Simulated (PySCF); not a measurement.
## Computed structure and properties of [Er(PH3)]3+

System: [Er(PH3)]3+ (singlet in the valence; each metal's 4f electrons, 11 of them, lie in its core potential, out of spins and levels); start: template (C3v). Method: PySCF 2.14.0, RKS PBE0, Er lcecp-1-SVP with ECP57, P def2-SVP, H def2-SVP; non-relativistic Hamiltonian with scalar-relativistic core potentials where named; density fitting; no spin-orbit coupling.

Input of the relaxation:

```python
mol = gto.M(atom='''
Er    -0.00000    -0.00000    -0.49800
P      0.00000     0.00000     2.36450
H      1.21001    -0.00000     3.10770
H     -0.60500     1.04790     3.10770
H     -0.60501    -1.04789     3.10770''',
    basis={'Er': 'lcecp-1-SVP', 'P': 'def2-SVP', 'H': 'def2-SVP'},
    ecp={'Er': 'lcecp-1-SVP'},
    charge=3, spin=0)
mf = dft.RKS(mol, xc='PBE0')
mf.grids.atom_grid = (50, 194)  # f atoms: unpruned, at least (60, 302)
mf = mf.density_fit()  # fitting sets: Er AutoAux, P def2-universal-JKFIT, H def2-universal-JKFIT
mf.conv_tol = 1e-08; mf.max_cycle = 55
mf.kernel(dm0)  # dm0: converged density of the start geometry
# quasi-Newton relaxation in Cartesian coordinates to a largest gradient under 0.00045 Eh/bohr, steps kept in the point group
```

Run from Python with OMP_NUM_THREADS=2; the lines above give its settings. Where DIIS fails, smearing, a level shift and second-order steps follow.
It took 16 s on 2 threads of Arm Neoverse V1, on a shared host, from the converged density of the start.

Course of the relaxation:

| step | energy above end (eV) | largest force component within the symmetry (eV/Å) |
| --- | --- | --- |
| 0 | 0.3083 | 1.230 |
| 1 | 0.0685 | 1.016 |
| 2 | 0.0095 | 0.414 |
| 3 | 0.0013 | 0.117 |
| 4 | 0.0000 | 0.022 |
| 5 | 0.0000 | 0.016 |

Relaxed geometry (C3v):

```xyz
5

Er    0.0000    0.0000   -0.3673
P     0.0000    0.0000    2.5051
H     1.3332    0.0000    3.0173
H    -0.6666    1.1546    3.0173
H    -0.6666   -1.1546    3.0173
```

```tsv
contact	Å
Er1–P2 (PH3)	2.872
```

On the finer grid (75, 302):

```
HOMO                                                          : -24.53 eV
LUMO                                                          : -19.68 eV
Dipole about the centre of mass                               : 3.38 D
Set of Mulliken populations of Er1 outside the core potential : s 2.25, p 6.07, d 0.40, f 0.00
D3(BJ) dispersion energy (not in the energies)                : -0.128 eV
```

```tsv
atom	Mulliken (e)	Löwdin (e)	spin (e)
Er1	2.27	2.09	0.00
P2	-0.03	0.57	0.00
H3	0.25	0.11	0.00
H4	0.25	0.11	0.00
H5	0.25	0.11	0.00
```

The 4f levels lie in the core potential and are missing. Their spin isn't counted.

On the grid (50, 194), as all that follows. Harmonic modes: a minimum; lowest 217 cm⁻¹ (negative: unstable), highest 2421 cm⁻¹, zero-point energy 0.697 eV.

Taking off one PH3 (charge 0, singlet; the rest: singlet) in vacuum, both parts rigid, costs 6.00 eV; the small basis without counterpoise inflates it. Parting with an electron moved from the ligand to the metal can be far cheaper, even downhill.

Rigid scan of PH3 along the line from its metal:

| distance to P2 (Å) | energy (eV) |
| --- | --- |
| 2.57 | 0.313 |
| 2.67 | 0.122 |
| 2.77 | 0.026 |
| 2.87 | 0.000 |
| 2.97 | 0.023 |
| 3.07 | 0.082 |
| 3.27 | 0.262 |

One start shape was tried, so this needn't be the lowest isomer.

An lcecp potential fixes the number of 4f electrons, so in runs with it no electron can move into or out of that shell.
